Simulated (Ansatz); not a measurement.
Single points on As₃P₅⁻.

```yaml
crystal:
  periodic: [false, false, false]
  atoms:
    - {symbol: P, position_ang: [0.806171, -2.321887, 0.825813]}
    - {symbol: P, position_ang: [0.813314, 1.877208, 0.193664]}
    - {symbol: P, position_ang: [-0.744673, 0.762048, 1.395602]}
    - {symbol: P, position_ang: [0.301820, -0.883076, 2.352019]}
    - {symbol: P, position_ang: [-1.809618, -0.074854, -0.412945]}
    - {symbol: As, position_ang: [-0.053959, -1.529958, -1.147884]}
    - {symbol: As, position_ang: [1.423133, 0.437740, -1.565728]}
    - {symbol: As, position_ang: [-0.736178, 1.732779, -1.640542]}
basis:
  gaussian: {orbitals: def2-TZVPD, initial_orbitals: start.molden}
total_charge: -1
magnetization: {spin_polarized: true, initial_magnetization: 1}
hamiltonian: {xc: {name: LC-wPBE}}
scf: {omitted_lower_state_checks: [starts]}
output: {orbitals: {seedname: orbitals}}
```

The file start.molden holds the orbitals of an earlier run on this structure, at another level or in another basis.

```sh
$ ansatz run in.yaml --threads 4 --pin off --events-out ev --progress --plain --max-ram 6963MiB
```

Shortened log:

```
Functional definition: LC-wPBE
2596 factors; their error is unknown
693 factors; integrals over basis functions are off by at most 2.5e-5 eV
mean field evaluation 1: about -228933.2622 eV, gradient 1.3e1 eV
mean field evaluation 2: about -228933.7759 eV, gradient 7.3e-1 eV
mean field evaluation 4: about -228933.7389 eV, gradient 1.3e-1 eV
mean field evaluation 8: about -228933.7390 eV, gradient 2.5e-5 eV
mean field -228933.73899793 eV, -8413.1597313123 hartree, gradient 2.5e-5 eV, S^2 0.769284; 0 other end points of the search recorded, 0 dependent functions left out
reference -228933.73899794 eV, -8413.1597313125 hartree; 88, 87 occupied and 289, 290 virtual orbitals, 2596 factors
Total energy: -228933.73899794 eV, -8413.1597313125 hartree
Checks for a lower state left out: starts
```

Run time 76 s (4 threads of Arm Neoverse V2 on a shared host), peak host memory 2.7 GiB.

First input, but with `hamiltonian: {xc: pbe0, dispersion: d4}` (abridged; 80 s):

```
Functional definition: PBE0
the host lacks memory for fits, so the integrals are decomposed
mean field -228935.43508310 eV, -8413.2220612924 hartree, gradient 8.9e-5 eV, S^2 0.759395
Total energy: -228936.29513886 eV, -8413.2536677588 hartree
Checks for a lower state left out: starts
```

The first input with `hamiltonian: {xc: pbe, dispersion: d4}`, `output: {forces: true, orbitals: {seedname: orbitals}}` (abridged; 28 s):

```
Functional definition: PBE
mean field -228927.08190848 eV, -8412.9150877873 hartree, gradient 1.9e-5 eV, S^2 0.754146
Total energy: -228928.07055752 eV, -8412.9514199692 hartree
Atom 0 force    -0.080385     0.167866     0.086990 eV/Å
Atom 1 force    -0.226320    -0.204383    -0.112883 eV/Å
Atom 2 force     0.143358    -0.142629    -0.291341 eV/Å
Atom 3 force    -0.047943     0.001338    -0.240952 eV/Å
Atom 4 force     0.314913     0.102443     0.083203 eV/Å
Atom 5 force    -0.076927     0.140372     0.130456 eV/Å
Atom 6 force    -0.121433     0.087015     0.119833 eV/Å
Atom 7 force     0.094738    -0.152022     0.224695 eV/Å
Dipole moment:    -0.045081     0.418824    -0.918598 e Å
Checks for a lower state left out: starts
```

The first input with `hamiltonian: {xc: {name: r2SCAN0}, dispersion: d4}` (abridged; 99 s):

```
Functional definition: r2SCAN0
the host lacks memory for fits, so the integrals are decomposed
mean field -228968.84237318 eV, -8414.4497565589 hartree, gradient 7.3e-5 eV, S^2 0.764476
Total energy: -228969.11475389 eV, -8414.4597663652 hartree
Checks for a lower state left out: starts
```

First input, but with `hamiltonian: {xc: r2scan, dispersion: d4}` (abridged; 66 s):

```
Functional definition: r2SCAN
mean field -228970.99250616 eV, -8414.5287724884 hartree, gradient 8.0e-5 eV, S^2 0.758991
Total energy: -228971.20301853 eV, -8414.5365086753 hartree
Checks for a lower state left out: starts
```

The first input with `gaussian: {orbitals: def2-SVPD, initial_orbitals: start.molden}`, `correlation: {method: mp2}` and without the key `hamiltonian` (abridged; 39 s):

```
Functional definition: HF
mean field -228713.56602891 eV, -8405.0685239393 hartree, gradient 2.3e-6 eV, S^2 0.787335
52 core orbitals not correlated: weight in the atoms' cores, before any rotation towards them, 1.000 or more for the frozen orbitals, at most 0.000 for the correlated occupied ones
second order -36.28531030 eV of doubles, -0.00000000 eV of singles
Total energy: -228749.85133921 eV, -8406.4019844979 hartree
Checks for a lower state left out: starts
```

First input, but with `gaussian: {orbitals: 6-31G}`, `hamiltonian: {xc: hf}` (abridged; 11 s):

```
Functional definition: HF
mean field evaluation 16: about -228713.6233 eV, gradient 3.1e-5 eV
mean field -228713.62331292 eV, -8405.0706290878 hartree, gradient 2.3e-5 eV, S^2 0.773293
Total energy: -228713.62331292 eV, -8405.0706290878 hartree
Checks for a lower state left out: starts
```

Geometry: PBE-D4/def2-SVP.

The 6-31G sets use Cartesian d functions. LC-ωPBE has ω = 0.4 bohr⁻¹. Correlated methods freeze 52 core orbitals; core or outer-core shells of As are correlated, in sets that lack core-valence functions. Another isomer (doublet) lies 0.07 eV lower at PBE0-D4/def2-TZVPD.
